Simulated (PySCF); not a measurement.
# Electronic absorption of C4H8OSe

C₄H₈OSe.
SMILES: `C1C[Se]CCO1`

Theory: PySCF 2.14.0, density-fitted response routines, TDDFT PBE0/def2-SVPD, vertical, gas phase, core orbitals frozen in the response. Isolated species at its PBE0-D3(BJ)/def2-SVP geometry (one conformer only). Relativistic effects, spin–orbit coupling among them, are left out although an element past zinc is present.

| state | E (eV) | λ (nm) | f | \|μ\| (D) | symmetry | main configurations (H = HOMO, L = LUMO) |
| --- | --- | --- | --- | --- | --- | --- |
| S1 | 4.66 | 266.2 | 0.0001 | 0.07 | – | H→L (96%) |
| S2 | 5.62 | 220.7 | 0.038 | 1.33 | A′ | H→L+1 (88%), H→L+2 (10%) |
| S3 | 5.86 | 211.5 | 0.026 | 1.09 | A′ | H→L+2 (87%), H→L+1 (9%) |
| S4 | 6.19 | 200.4 | 0.025 | 1.03 | A′ | H→L+3 (95%) |
| S5 | 6.40 | 193.9 | 0.011 | 0.68 | A″ | H→L+4 (91%) |
| S6 | 6.64 | 186.7 | 0.0055 | 0.47 | A″ | H-1→L (95%) |

The lowest singlet comes at 266 nm (449 kJ/mol) in the ultraviolet; it is dark (f under 0.0005); its leading configuration is HOMO→LUMO (96%). The most intense listed level is S2 at 5.62 eV (221 nm, f = 0.038), 0.96 eV above S1. Löwdin shares by element: HOMO selenium 70%, carbon 18% or more; LUMO selenium 65%, carbon 18% or more (atoms not listed hold the other 17%). Orbital energies (eV): HOMO-3 -9.23, HOMO-2 -8.47, HOMO-1 -7.73, HOMO -6.16, LUMO 0.02, LUMO+1 0.67, LUMO+2 0.73. The oscillator strengths of these states sum to 0.106; summed over the whole spectrum of an exact calculation they would give the number of electrons, 74 (Thomas–Reiche–Kuhn). Weighted by f, the mean energy of these states is 5.95 eV. Symmetry labels in Cs follow from the direction of the transition dipole and are given only for states with f of 0.002 or more. The window holds the lowest 6 singlets.

Cost: about 80 s of CPU time on one thread; the machine was shared, so the figure is rough.
